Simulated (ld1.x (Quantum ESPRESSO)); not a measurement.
# zirconium: one change to a TM potential, before and after

Zr, norm-conserving Troullier–Martins (Kleinman–Bylander form), made with ld1.x (Quantum ESPRESSO) 7.5 (PBE, scalar-relativistic). Core [Ar] 3d10, reference 4s2 4p6 4d2 5s0 5p0 (charge +2). Waves: 4s (bound): rc 1.55 bohr; 4p (bound): rc 1.75 bohr; 4d (bound): rc 1.55 bohr. Local part: all-electron potential smoothed inside 1.30 bohr (lloc = -1). Core correction: Bessel-smoothed model core inside 1.45 bohr.

All-electron outer shells of the reference configuration (PBE, scalar-relativistic, ld1.x):

```json
{"shell": "3d", "level (eV)": "-189.26", "outermost node (bohr)": "–", "outermost maximum (bohr)": "0.35"}
{"shell": "4s", "level (eV)": "-68.99", "outermost node (bohr)": "0.55", "outermost maximum (bohr)": "1.08"}
{"shell": "4p", "level (eV)": "-46.92", "outermost node (bohr)": "0.56", "outermost maximum (bohr)": "1.17"}
{"shell": "4d", "level (eV)": "-17.30", "outermost node (bohr)": "0.58", "outermost maximum (bohr)": "1.57"}
{"shell": "5s", "level (eV)": "-16.04", "outermost node (bohr)": "1.45", "outermost maximum (bohr)": "2.85"}
{"shell": "5p", "level (eV)": "-11.67", "outermost node (bohr)": "1.66", "outermost maximum (bohr)": "3.44"}
```

Change: wave 4s (bound): rc 1.55 bohr becomes 4s (bound): rc 1.84 bohr.

Cutoffs: the cutoffs (Ry, on a coarse ladder) from which the occupation-weighted sum of valence levels, in a spherical-Bessel basis at the reference potential, stays within 10 and 1 mRy of its value at 400 Ry; they do not see the model core or the augmentation charge, which bear on the density cutoff. Errors are all-electron minus pseudo energies relative to the spin-unpolarised reference configuration.

Question: How do hardness, ghosts and transferability respond?

Answer: The potential gets softer (55 Ry and 90 Ry → 40 Ry and 70 Ry); of the 7 tests that both files solve, the error grows in 3 and shrinks in 0 by more than 15 % and 0.3 meV (median size 52.1 → 52.1 meV); neither file shows a bound ghost at the reference potential, the only one tested. A larger radius leaves more room for a smooth pseudo-wave, so fewer plane waves are needed. More of the atom is replaced by a form fitted at one configuration, so other configurations suffer.

```csv
quantity,base,changed
"cutoff, loose",55 Ry,40 Ry
"cutoff, tight",90 Ry,70 Ry
loose cutoff by channel (10 mRy a level),"s 35 Ry, p 18 Ry, d 30 Ry","s 25 Ry, p 18 Ry, d 30 Ry"
bound ghosts,none,none
"error for 4s2 4p6 4d2 5s2 5p0, meV [ΔE -20.08 eV]",+1066,+2741
"error for 4s2 4p6 4d2 5s1 5p0, meV [ΔE -12.94 eV]",+742,+2017
"error for 4s2 4p6 4d1 5s0 5p0, meV [ΔE 22.63 eV]",+3.3,+3.5
"error for 4s2 4p6 4d3 5s0 5p0, meV [ΔE -12.56 eV]",0.0,-0.1
"error for 4s2 4p6 4d0 5s0 5p0, meV [ΔE 56.84 eV]",+19,+21
"error for 4s2 4p5 4d2 5s2 5p0, meV [ΔE 17.92 eV]",+2301,+5511
"error for 4s2 4p6 4d2 5s0 5p1, meV [ΔE -9.22 eV]",+52,+52
```

Base: These tests converged, but a pseudo level misses the all-electron one widely, so the file describes the atom poorly there or has found another state: 4s2 4p6 4d0 5s0 5p0: empty 5s by 3.5 eV (a node warning on the way). Changed file: The cutoffs count occupied waves only; the empty 5s level needs 60 Ry at the loose tolerance. These tests converged, but a pseudo level misses the all-electron one widely, so the file describes the atom poorly there or has found another state: 4s2 4p6 4d2 5s2 5p0: 4d by 1.2 eV; 4s2 4p6 4d1 5s0 5p0: empty 5s by 5.8 eV (a node warning on the way); 4s2 4p6 4d0 5s0 5p0: empty 5s by 9.4 eV; 4s2 4p5 4d2 5s2 5p0: 4p by 3.5 eV; 4s2 4p6 4d2 5s0 5p1: empty 5s by 2.7 eV.
